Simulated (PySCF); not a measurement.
A structure optimised at B3LYP-D3(BJ)/def2-TZVP, used in a PySCF frequency run:

```
O
H 1 0.9651
Se 1 1.8197 2 106.67
H 3 1.4816 1 96.66 2 90.07
```
Charge 0, spin multiplicity 1.

Problem. Write its SMILES and formula.

Solution. O[SeH], H₂OSe

Problem. What are its rotational constants (standard atomic weights)?

Solution. 171.75, 10.451, 10.166 GHz
